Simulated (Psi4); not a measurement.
CuF, charge -1, doublet, geometry from GFN2-xTB (such geometries of metal compounds can be far from the true shape) (the multiplicity is a formal guess) (a gas-phase anion, which may not be bound at this level); PBE0/def2-TZVP (Psi4).

Input for Psi4:
```
memory 2 GB

molecule {
-1 2
  Cu   -0.00000000   -0.00000000   -0.36514890
  F     0.00000000    0.00000000    1.17659091
}

set basis def2-tzvp
set reference uks
set scf_type pk
set puream true
set d_convergence 1e-8
set dft_radial_points 99
set dft_spherical_points 590

energy('pbe0')
print_variables()
```

Output, abridged:

```
   => Loading Basis Set <=

    Name: DEF2-TZVP
    Role: ORBITAL
    Keyword: BASIS

         ---------------------------------------------------------
                                   SCF
               by Justin Turney, Rob Parrish, Andy Simmonett
                          and Daniel G. A. Smith
                              UKS Reference
         ---------------------------------------------------------

  ==> Geometry <==

    Molecular point group: c2v
    Full point group: C_inf_v

    Geometry (in Angstrom), charge = -1, multiplicity = 2:

       Center              X                  Y                   Z               Mass
    ------------   -----------------  -----------------  -----------------  -----------------
         CU           0.000000000000     0.000000000000    -0.357516284626    62.929597720000
         F            0.000000000000     0.000000000000     1.184223525374    18.998403162730

  Running in c2v symmetry.

  Rotational constants: A = ************  B =      0.48600  C =      0.48600 [cm^-1]
  Rotational constants: A = ************  B =  14569.85832  C =  14569.85832 [MHz]
  Nuclear repulsion =   89.584021304392479

  Charge       = -1
  Multiplicity = 2
  Electrons    = 39
  Nalpha       = 20
  Nbeta        = 19

  ==> Algorithm <==

  SCF Algorithm Type is PK.
  DIIS enabled.
  MOM disabled.
  Fractional occupation disabled.
  Guess Type is SAD.
  Energy threshold   = 1.00e-06
  Density threshold  = 1.00e-08
  Integral threshold = 1.00e-12

  ==> Primary Basis <==

  Basis Set: DEF2-TZVP
    Blend: DEF2-TZVP
    Number of shells: 26
    Number of basis functions: 76
    Number of Cartesian functions: 88
    Spherical Harmonics?: true
    Max angular momentum: 3

  ==> DFT Potential <==

   => LibXC <=

    Version 7.1.2
    S. Lehtola, C. Steigemann, M. J. T. Oliveira, and M. A. L. Marques,  SoftwareX 7, 1–5 (2018) (10.1016/j.softx.2017.11.002)

   => Composite Functional: PBE0 <=

    PBE0 Hyb-GGA Exchange-Correlation Functional

    C. Adamo and V. Barone,  J. Chem. Phys. 110, 6158 (1999) (10.1063/1.478522)
    M. Ernzerhof and G. E. Scuseria,  J. Chem. Phys. 110, 5029 (1999) (10.1063/1.478401)

    Deriv               =              1
    GGA                 =           TRUE
    Meta                =          FALSE

    Exchange Hybrid     =           TRUE
    MP2 Hybrid          =          FALSE

   => Exchange Functionals <=

    0.7500   Perdew, Burke & Ernzerhof

   => Exact (HF) Exchange <=

    0.2500               HF

   => Correlation Functionals <=

    1.0000   Perdew, Burke & Ernzerhof

   => LibXC Density Thresholds  <==

    XC_HYB_GGA_XC_PBEH:  1.00E-15

   => Molecular Quadrature <=

    Radial Scheme          =       TREUTLER
    Pruning Scheme         =           NONE
    Nuclear Scheme         =       TREUTLER

    Blocking Scheme        =         OCTREE
    BS radius alpha        =              1
    Pruning alpha          =              1
    Radial Points          =             99
    Spherical Points       =            590
    Total Points           =         111888
    Total Blocks           =            931
    Max Points             =            256
    Max Functions          =             75
    Weights Tolerance      =       1.00E-15

  ==> Integral Setup <==

  Using in-core PK algorithm.
   Calculation information:
      Number of atoms:                   2
      Number of AO shells:              26
      Number of primitives:             56
      Number of atomic orbitals:        88
      Number of basis functions:        76

      Integral cutoff                 1.00e-12
      Number of threads:                 1

  Performing in-core PK
  Using 8564402 doubles for integral storage.
  We computed 59518 shell quartets total.
  Whereas there are 61776 unique shell quartets.

  ==> DiskJK: Disk-Based J/K Matrices <==

    J tasked:                  Yes
    K tasked:                  Yes
    wK tasked:                  No
    Schwarz Cutoff:          1E-12

[...]
    NA   [    11,    1,    4,    4 ]
    NB   [    10,    1,    4,    4 ]

   @UKS iter   2: -1700.15955985316646    3.66614e+01   2.13182e-01 ADIIS
   @UKS iter   3: -1737.52759353953502   -3.73680e+01   9.74180e-02 ADIIS/DIIS
   @UKS iter   4: -1739.94349690036461   -2.41590e+00   1.81023e-02 ADIIS/DIIS
   @UKS iter   5: -1739.99041639437974   -4.69195e-02   1.40286e-02 ADIIS/DIIS
   @UKS iter   6: -1740.05434238719181   -6.39260e-02   9.92088e-04 ADIIS/DIIS
   @UKS iter   7: -1740.05487284162245   -5.30454e-04   4.65387e-04 ADIIS/DIIS
   @UKS iter   8: -1740.05504239228071   -1.69551e-04   1.78868e-04 ADIIS/DIIS
   @UKS iter   9: -1740.05511867887776   -7.62866e-05   1.60429e-04 ADIIS/DIIS
   @UKS iter  10: -1740.05516105158608   -4.23727e-05   6.83916e-05 DIIS
   @UKS iter  11: -1740.05516471102305   -3.65944e-06   1.76904e-05 DIIS
   @UKS iter  12: -1740.05516502628666   -3.15264e-07   7.58761e-07 DIIS
   @UKS iter  13: -1740.05516502860701   -2.32035e-09   3.94983e-07 DIIS
   @UKS iter  14: -1740.05516502872524   -1.18234e-10   8.37568e-08 DIIS
   @UKS iter  15: -1740.05516502873229   -7.04858e-12   2.84934e-08 DIIS
   @UKS iter  16: -1740.05516502873274   -4.54747e-13   6.81392e-09 DIIS
  Energy and wave function converged.

  ==> Post-Iterations <==

   Electrons on quadrature grid:
      Nalpha   =   19.9999998160 ; deviation = -1.840e-07
      Nbeta    =   18.9999998119 ; deviation = -1.881e-07
      Ntotal   =   38.9999996279 ; deviation = -3.721e-07

   @Spin Contamination Metric:   7.314358186E-03
   @S^2 Expected:                7.500000000E-01
   @S^2 Observed:                7.573143582E-01
   @S   Expected:                5.000000000E-01
   @S   Observed:                5.000000000E-01

    Orbital Energies [Eh]
    ---------------------

    Alpha Occupied:

[...]
    Alpha Virtual:

[...]
    Beta Occupied:

[...]
      10A1     0.002327

    Beta Virtual:

[...]
    Final Occupation by Irrep:
             A1    A2    B1    B2
    DOCC [    10,    1,    4,    4 ]
    SOCC [     1,    0,    0,    0 ]
    NA   [    11,    1,    4,    4 ]
    NB   [    10,    1,    4,    4 ]

  @UKS Final Energy: -1740.05516502873274

   => Energetics <=

    Nuclear Repulsion Energy =             89.5840213043924791
    One-Electron Energy =               -2614.9534130491165342
    Two-Electron Energy =                 843.9190444264363578
    DFT Exchange-Correlation Energy =     -58.6048177104450048
    Empirical Dispersion Energy =           0.0000000000000000
    VV10 Nonlocal Energy =                  0.0000000000000000
    Total Energy =                      -1740.0551650287327448

  UHF NO Occupations:
  HONO-2 :    4 B1 1.9997763
  HONO-1 :   10 A1 1.9969561
  HONO-0 :   11 A1 1.0000000
  LUNO+0 :   12 A1 0.0030439
  LUNO+1 :    5 B1 0.0002237
  LUNO+2 :    5 B2 0.0002237
  LUNO+3 :   13 A1 0.0001166

Computation Completed

Properties will be evaluated at   0.000000,   0.000000,   0.000000 [a0]

Properties computed using the SCF density matrix

 Multipole Moments:

 ------------------------------------------------------------------------------------
     Multipole            Electronic (a.u.)      Nuclear  (a.u.)        Total (a.u.)
 ------------------------------------------------------------------------------------

 L = 1.  Multiply by 2.5417464519 to convert [e a0] to [Debye]
 Dipole X            :          0.0000000            0.0000000            0.0000000
 Dipole Y            :          0.0000000            0.0000000            0.0000000
 Dipole Z            :         -0.6903717            0.5480952           -0.1422766
 Magnitude           :                                                    0.1422766

 ------------------------------------------------------------------------------------

  Variable Map:
  ----------------------------------------------------------------------------
[...]
  Array Variable Map:
  ----------------------------------------------------------------------------
[...]
[...]
```
